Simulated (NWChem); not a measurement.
C2H7FSi; SMILES C[SiH](C)F

```xyz
11

Si    -0.0800    -0.3429     0.0000
C      0.7824     0.2301    -1.5508
C      0.7824     0.2301     1.5508
F     -1.5892     0.2875     0.0000
H     -0.2406    -1.8277     0.0000
H      1.7982    -0.1923    -1.6103
H      0.2312    -0.0859    -2.4497
H      0.8680     1.3278    -1.5707
H      0.2312    -0.0859     2.4497
H      1.7982    -0.1923     1.6103
H      0.8680     1.3278     1.5707
```
Atoms are numbered in this order, from 1.

All runs: NWChem. STO-3G and 3-21G are far too small for this property and stand as cheap habits. Structure relaxed at the PBE0/def2-SVP level. GIAO values for the isolated, static molecule; σ is the absolute isotropic shielding, δ = σ(reference) − σ with the isolated reference molecule computed at the same levels (13C: tetramethylsilane, 19F: trichlorofluoromethane, 1H: tetramethylsilane, 29Si: tetramethylsilane).

For level KT2/pcSseg-1:

| Item | Value |
|---|---|
| δ Si1 (ppm) | 29.8 |
| δ C2 (ppm) | 0.2 |
| δ F4 (ppm) | -221.8 |
| δ H5 (ppm) | 5.35 |
| δ H6 (rotor mean) (ppm) | 0.25 |

Q: How do the values read with level Hartree-Fock/STO-3G instead?

A: The δ Si1 (ppm) is -1.8, the δ C2 (ppm) comes out as -2.5 and the δ F4 (ppm) is -199.6. The δ H5 (ppm) is 1.98 and the δ H6 (rotor mean) (ppm) is 0.12.
